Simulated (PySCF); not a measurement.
# Ca (calcium, neutral) across methods

[Ar] 4s1 5s1, high-spin 3S determinant (an excited configuration). Computed with PySCF 2.14 in aug-cc-pVTZ-X2C (7s6p4d2f, 59 functions), with scalar relativity by spin-free X2C-1e. The B2PLYP total includes its PT2 part (frozen core); its orbital energies are those of the SCF part.

| method | E (hartree) | mean ε 3p β (eV) | mean ε 4s α (eV) | mean ε 5s α (eV) | Σ⟨r²⟩ (bohr²) | ⟨S²⟩ |
| --- | --- | --- | --- | --- | --- | --- |
| B2PLYP | -680.113 | -36.173 | -7.551 | -1.687 | 141.8 | 2.000 |
| HSE06 | -680.167 | -33.539 | -6.625 | -1.433 | 137.6 | 2.000 |
| BHandHLYP | -680.329 | -36.155 | -7.540 | -1.668 | 140.8 | 2.000 |
| LDA | -678.446 | -31.635 | -6.469 | -1.420 | 132.6 | 2.000 |
| UHF | -679.52284 | -39.859 | -8.540 | -2.041 | 147.6 | 2.000 |
| r2SCAN | -680.275 | -32.529 | -6.497 | -1.362 | 140.6 | 2.000 |
| PW91 | -680.323 | -31.711 | -6.364 | -1.432 | 135.3 | 2.000 |
| PBE0 | -680.144 | -33.994 | -6.969 | -1.644 | 138.7 | 2.000 |
| PBE | -680.100 | -31.639 | -6.317 | -1.427 | 136.2 | 2.000 |

The outer electron is Rydberg-like, and this basis confines it to a smaller radius and binds it less than a complete one would.
